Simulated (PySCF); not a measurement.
This PySCF input asks for the NMR shieldings of SMILES C(#[N+][BH3-])[C@H](C)CC#N, C$_{5}$H$_{9}$BN$_{2}$; the geometry comes from GFN2-xTB.

```python
import basis_set_exchange as bse
import numpy as np
from pyscf import gto, dft
from pyscf.prop import nmr

atoms = """
B     3.016633   -0.753435    0.465551
N     1.627665   -0.402870    0.196367
C     0.533690   -0.118865   -0.021914
C    -0.832604    0.291883   -0.246516
C    -0.913528    1.823014   -0.254020
C    -1.740343   -0.299768    0.855229
C    -1.771362   -1.740217    0.786333
N    -1.801725   -2.878791    0.704587
H     2.976069   -1.686317    1.205716
H     3.496938   -1.018494   -0.592251
H     3.496069    0.218087    0.965528
H    -1.154065   -0.097800   -1.221495
H    -1.933505    2.142185   -0.455602
H    -0.602630    2.227037    0.707225
H    -0.264830    2.231610   -1.025014
H    -2.760512    0.073831    0.727030
H    -1.378955    0.000940    1.842795
"""
names = dict.fromkeys(["B", "N", "C", "H"], "pcSseg-1")
basis = {el: gto.basis.parse(bse.get_basis(n, elements=[el], fmt="nwchem")) for el, n in names.items()}
mol = gto.M(atom=atoms, basis=basis, charge=0, verbose=0)
mf = dft.RKS(mol, xc="PBE0")
mf.grids.level = 2
mf.grids.alignment = dft.numint.BLKSIZE   # the property module wants whole blocks of grid points
mf.conv_tol = 1e-9
mf.kernel()

calc = nmr.RKS(mf)   # GIAO
C = mf.mo_coeff
Co = C[:, mf.mo_occ > 0]
resp = mf.gen_response(singlet=True, hermi=2)
def vind(x):   # induced exchange potential for any number of trial vectors
    d = np.einsum("pi,xij,qj->xpq", C, 2 * x.reshape(-1, C.shape[1], Co.shape[1]), Co, optimize=True)
    return np.einsum("xpq,pi,qj->xij", resp(d - d.transpose(0, 2, 1)), C, Co, optimize=True).ravel()
mo1, _ = nmr.rhf.solve_mo1(calc, with_cphf=vind)
sigma = calc.kernel(mo1)
for i, s in enumerate(sigma):   # ppm
    print("%2d %-2s %9.2f" % (i, mol.atom_pure_symbol(i), np.trace(s) / 3))
```

Q: What does it print?

A: 
```
 0 B     144.11
 1 N      24.42
 2 C      71.06
 3 C     158.63
 4 C     166.18
 5 C     163.06
 6 C      66.68
 7 N     -42.06
 8 H      29.72
 9 H      29.78
10 H      29.84
11 H      28.65
12 H      30.46
13 H      30.31
14 H      29.96
15 H      29.37
16 H      29.26
```

These numbers come from an equivalent density-fitted implementation of the same equations, which agrees with the script to about 0.01 ppm for H and up to a few tenths of a ppm for heavy atoms, so last digits may differ.

Size and cost of the density-fitted run: 181 basis functions, 54 s wall time on 1 thread of an Arm Neoverse N1, shared host; peak memory 0.87 GiB.
